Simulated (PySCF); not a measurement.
A geometry optimisation on `C[BH2-][AsH3+]`.

Method: PBE0-D3(BJ)/def2-SVP geometry optimisation, gas phase (PySCF 2.14.0). Start geometry: GFN2-xTB. A driver script takes a list of jobs; this job's settings line and coordinates (Å) are shown.

Input:
```
{"job": {"xc": "PBE0", "basis": "def2-SVP", "d3": "d3bj", "grid": 1, "kind": "geom"}, "charge": 0, "multiplicity": 1}
C     -1.338490     0.661570    -0.076850
B     -0.653710    -0.785770     0.142020
As     1.458070    -0.276390     0.006700
H     -2.422880     0.588260    -0.042420
H     -1.048300     1.379890     0.694670
H     -1.084920     1.101570    -1.045060
H     -0.733880    -1.254420     1.231370
H     -0.777610    -1.571990    -0.740590
H      1.919840     0.430010    -1.218020
H      1.974220     0.804610     0.890240
H      2.718510    -1.072010     0.106020
```

Output:
```
step   0  E = -2302.92470319  max force = 0.016779
step   1  E = -2302.92933860  max force = 0.005789
step   2  E = -2302.93019527  max force = 0.004861
step   3  E = -2302.93065105  max force = 0.003263
step   4  E = -2302.93086844  max force = 0.002699
step   5  E = -2302.93099057  max force = 0.002084
step   6  E = -2302.93102959  max force = 0.001523
step   7  E = -2302.93103855  max force = 0.000561
step   8  E = -2302.93103998  max force = 0.000184
optimisation converged
```

Energies in Eh; «max force» is the largest Cartesian gradient component in Eh/bohr.

Q: Give the first gradient maximum in eV/Å.

A: With 1 Eh/bohr = 51.422 eV/Å, 0.863 eV/Å.

Q: How much energy does the optimisation release, in eV?

A: E(step 0) − E(last step) = 0.006337 Eh, which is 0.172 eV.

In short: final energy -2302.93104 Eh after 8 steps; dipole 3.65 D.

Q: Give the final coordinates.

A: 0.192 Å rms from the input after alignment:
```
atom  x, y, z in Å
C1    -1.4052    0.6829   -0.0810
B2    -0.5448   -0.6613    0.1165
As3    1.4881   -0.2010   -0.0091
H4    -2.4723    0.4118   -0.0094
H5    -1.2272    1.4485    0.6925
H6    -1.2722    1.1617   -1.0655
H7    -0.5605   -1.1709    1.2313
H8    -0.6109   -1.4984   -0.7766
H9     2.0485    0.3980   -1.2802
H10    2.1014    0.7721    0.9735
H11    2.4662   -1.3381    0.1561
```

Time: 38 s of wall time. Hardware: x86-64 server, one thread (shared host).
Labels such as C1 count atoms from 1, the log's own numbers from 0.
